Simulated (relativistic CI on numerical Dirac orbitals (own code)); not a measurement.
**V²⁺ in a cubic cluster: 3s photoemission with charge transfer**

Computed with a charge-transfer multiplet model of a cubic metal-ligand cluster with up to 2 ligand holes, Slater and spin-orbit integrals from Dirac-Coulomb-Breit ions, Slater integrals scaled by 0.9. The ground state mixes d3 with configurations of k ligand holes L, whose averages lie at kΔ + k(k − 1)U_dd/2; a core hole lowers each added d electron by U_cd. 20 K, Lorentzian 1.4 eV and Gaussian 0.8 eV FWHM.

Atomic integrals in eV (Slater integrals scaled, ζ unscaled), ground: F2dd 8.026, F4dd 4.988, zeta_d 0.019; with the core hole: F2dd 9.175, F4dd 5.753, zeta_d 0.026, G2cd 9.453.

Cluster parameters (eV): Δ = 8.2, U_dd = 5, U_cd = 5.8, 10Dq = 0.7, 10Dq(ligand) = 0.8, final-state hopping factor = 1.

```tsv
Case	n_d	d3	d4L	d5L2	S
V(eg) = 0.85 eV, V(t2g) = -0.44 eV	3.05	0.95	0.05	0.00	1.50
V(eg) = 1.75 eV, V(t2g) = -0.91 eV	3.18	0.83	0.16	0.01	1.50
V(eg) = 2.05 eV, V(t2g) = -1.07 eV	3.22	0.79	0.20	0.01	1.50
```

Weights, n_d and S are thermal averages at 20 K. Binding energies count from the first peak over 30 % of the highest in each spectrum, which can be another peak from case to case. The parameters are a model scan and need not match a compound or its usual spin state. Peaks in eV (height, largest 100):
- V(eg) = 0.85 eV, V(t2g) = -0.44 eV: 0.0 (100), 2.4 (57), 8.1 (75), 11.7 (12)
- V(eg) = 1.75 eV, V(t2g) = -0.91 eV: 0.0 (100), 4.7 (32), 8.5 (53), 14.7 (10)
- V(eg) = 2.05 eV, V(t2g) = -1.07 eV: 0.0 (100), 5.6 (29), 7.2 (45), 8.8 (44), 15.7 (9)

Curve for V(eg) = 0.85 eV, V(t2g) = -0.44 eV (points under 2 left out, the grid thinned):

| E (eV) | Intensity |
| --- | --- |
| -3.4 | 5.9 |
| -3.0 | 7.4 |
| -2.6 | 9.6 |
| -2.2 | 13.0 |
| -1.7 | 20.5 |
| -1.3 | 31.8 |
| -0.9 | 52.0 |
| -0.5 | 80.1 |
| -0.1 | 99.4 |
| 0.3 | 91.0 |
| 0.8 | 60.9 |
| 1.2 | 46.0 |
| 1.6 | 44.2 |
| 2.0 | 51.4 |
| 2.4 | 56.8 |
| 2.8 | 49.8 |
| 3.3 | 32.0 |
| 3.7 | 21.7 |
| 4.1 | 16.1 |
| 4.5 | 13.7 |
| 4.9 | 13.3 |
| 5.3 | 14.5 |
| 5.8 | 17.5 |
| 6.2 | 20.1 |
| 6.6 | 24.2 |
| 7.0 | 32.5 |
| 7.4 | 48.1 |
| 7.8 | 67.4 |
| 8.2 | 74.6 |
| 8.7 | 55.6 |
| 9.1 | 35.6 |
| 9.5 | 22.5 |
| 9.9 | 15.6 |
| 10.3 | 12.3 |
| 10.7 | 11.2 |
| 11.2 | 11.5 |
| 11.6 | 12.0 |
| 12.0 | 11.6 |
| 12.4 | 9.9 |
| 12.8 | 7.5 |
| 13.2 | 5.4 |
| 13.7 | 3.7 |
| 14.1 | 2.9 |
| 14.5 | 2.4 |
| 14.9 | 2.0 |

For the case V(eg) = 1.75 eV, V(t2g) = -0.91 eV, Δ = 8.2 eV is larger than U_dd = 5 eV, the Mott-Hubbard side of the Zaanen-Sawatzky-Allen scheme. With the core hole the average of the configuration with one ligand hole lies at Δ − U_cd = 2.4 eV before mixing: the effective hopping of about 3.8 eV (from the holes of the mixed ground state) is comparable with this gap or larger, so the configurations mix strongly.

Without intra-shell correlation the exchange splitting of the 3s hole comes out too large.
